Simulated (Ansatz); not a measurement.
Isolated molecules relaxed with PBE0-D4/def2-TZVP in Ansatz; ΔE leaves out vibrations. CCSD(T)/CBS is the MP2 limit (def2-TZVPP, def2-QZVPP) plus CCSD(T) − MP2 in def2-TZVPP, frozen cores. This one scheme is used for every species. Functionals use def2-TZVPP. B3LYP here is the variant with VWN-RPA as its local correlation; programs differ in this. For Se outer-core shells are correlated without core-valence functions, which leaves a few kJ/mol of doubt a bond. Scalar relativity is left out up to krypton. One conformer a species, not always the lowest.

Reaction (redistribution): `C[SiH2][Se]C` + `[NH2][AlH][OH]` → `C[Se][AlH][OH]` + `C[SiH2]N`

`C[SiH2][Se]C`:

```xyz
12

C     0.307    1.515    0.910
Si    0.428   -0.332    1.157
Se    1.022   -1.443   -0.735
C    -0.585   -1.023   -1.772
H    -0.448    1.762    0.160
H     0.024    2.005    1.846
H     1.264    1.923    0.579
H    -0.883   -0.855    1.636
H     1.484   -0.672    2.146
H    -0.639    0.044   -1.981
H    -1.474   -1.354   -1.238
H    -0.500   -1.570   -2.709
```

`[NH2][AlH][OH]`:

Cartesian coordinates in Å:
```
N 0.602 0.259 1.165
Al 0.092 -0.246 -0.443
O -1.458 0.234 -0.941
H 0.047 0.805 1.803
H 1.495 0.039 1.572
H 1.048 -1.102 -1.363
H -1.826 0.011 -1.793
```

`C[Se][AlH][OH]`:

Z-matrix (Å, degrees):
```
C
Se 1 1.966
H 1 1.089 2 110.8
H 1 1.088 2 108.2 3 120.3
H 1 1.087 2 108.2 3 -120.3
Al 2 2.306 1 96.9 3 -0.7
O 6 1.691 2 121.5 1 -179.8
H 6 1.576 2 119.8 1 0.2
H 7 0.955 6 125.1 2 0.1
```

`C[SiH2]N`:

Z-matrix (Å, degrees):
```
C
Si 1 1.871
H 1 1.093 2 111.2
H 1 1.094 2 110.5 3 119.8
H 1 1.093 2 111.2 3 -120.4
N 2 1.720 1 116.4 3 60.2
H 2 1.489 1 108.4 3 -179.4
H 2 1.489 1 108.4 3 -60.3
H 6 1.007 2 120.7 1 73.7
H 6 1.007 2 120.7 1 -73.5
```

| level | ΔE (kJ/mol) |
| --- | --- |
| B3LYP-D4 | -4.2 |
| SCS-MP2/def2-QZVPP | -5.0 |

(1) What does CCSD(T)/CBS give? (Best estimate.)

Largest T1 diagnostic among the species: 0.011.

Results:

(1) Ansatz gave: -5.4 kJ/mol. The listed levels differ from it by 1.2, 0.4 kJ/mol.

The D4 term adds +3.6 kJ/mol with B3LYP and +2.1 kJ/mol with PBE0; it sums over pairs of atoms, weighted by their polarisabilities, and B3LYP, whose exchange is more repulsive, gets the larger term. In def2-TZVPP, CCSD(T) changes the Hartree–Fock value by +8.8 kJ/mol (the triples alone add +0.7 kJ/mol) and MP2 by +10.5 kJ/mol.
